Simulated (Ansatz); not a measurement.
`B[SiH2]C(O)F` + H₂S → `BS` + `OC(F)[SiH3]` at 500 K and 1 bar (cleavage of the B–Si bond).

Computed with Ansatz on PBE0-D4/def2-TZVP structures; ΔE is electronic, products minus reactants. CCSD(T)/CBS is the MP2 limit (def2-TZVPP, def2-QZVPP) plus CCSD(T) − MP2 in def2-TZVPP, frozen cores. This one scheme is used for every species. Each species was taken in one conformer, which may not be the lowest.

| species | CCSD(T)/CBS energy (Eh) | H − E (kJ/mol) | S (J/(mol·K)) |
| --- | --- | --- | --- |
| `B[SiH2]C(O)F` | -530.44445 | 237.3 | 428.7 |
| H₂S | -398.97279 | 57.0 | 224.0 |
| `BS` | -424.38198 | 102.0 | 273.9 |
| `OC(F)[SiH3]` | -505.08050 | 194.4 | 366.3 |

H − E and S are ideal-gas, rigid-rotor, harmonic terms from PBE0-D4/def2-TZVP, for one conformer and one mirror image of each species. 1 Eh = 2625.50 kJ/mol, R = 8.31446 J/(mol·K).

Question: By hand: ΔE, ΔH, ΔS and ΔG.

Answer: ΔE = (-424.38198) + (-505.08050) − (-530.44445) − (-398.97279) = -0.04524 Eh = -118.8 kJ/mol. Δ(H − E) = 102.0 + 194.4 − 237.3 − 57.0 = 2.1, so ΔH = -116.7 kJ/mol. ΔS = 273.9 + 366.3 − 428.7 − 224.0 = -12.5 J/(mol·K). ΔG = -116.7 − 500 × (-12.5)/1000 = -110.5 kJ/mol.

Question: By hand: the equilibrium constant, and the temperature at which ΔG would vanish if ΔH and ΔS stayed fixed.

Answer: log₁₀ K = −ΔG/(RT ln 10) = 11.5. ΔG = 0 at ΔH/ΔS = 9336 K, far beyond where these terms or the molecules hold.

The number of gas molecules stays the same, so ΔS is small and ΔH decides. A doubt of 5 kJ/mol in ΔE shifts log₁₀ K by 0.5 here. Other conformers and mirror images would add mixing entropy, several J/(mol·K) or more a flexible species. These are equilibria of isolated gas molecules and say nothing of rates. Largest T1 diagnostic: 0.015 (customary marks: 0.02 for closed shells, 0.045 for open ones).
